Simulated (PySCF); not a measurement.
Te(F)(tBu), SMILES CC(C)(C)[Te]F (C₄H₉FTe) (GFN2-xTB optimised geometry):

```
15

Te     0.027    -1.898     0.000
F      2.029    -1.898     0.000
C     -0.039     0.300     0.000
C      0.675     0.806     1.240
C      0.638     0.808    -1.260
C     -1.512     0.673     0.022
H      0.677     1.896     1.250
H      1.707     0.462     1.250
H      0.183     0.455     2.145
H      1.668     0.463    -1.303
H      0.117     0.461    -2.151
H      0.641     1.898    -1.268
H     -2.029     0.284    -0.854
H     -2.001     0.285     0.914
H     -1.616     1.758     0.024
```

Level of theory: PySCF 2.14.0 with CAM-B3LYP/def2-TZVP, def2 effective core potentials past Kr.

Task: What are the frontier orbital energies and the dipole moment?

Result: HOMO-2 -11.28 eV, HOMO-1 -9.28 eV, HOMO -7.47 eV, LUMO -1.27 eV, LUMO+1 0.71 eV; dipole moment 3.24 D.
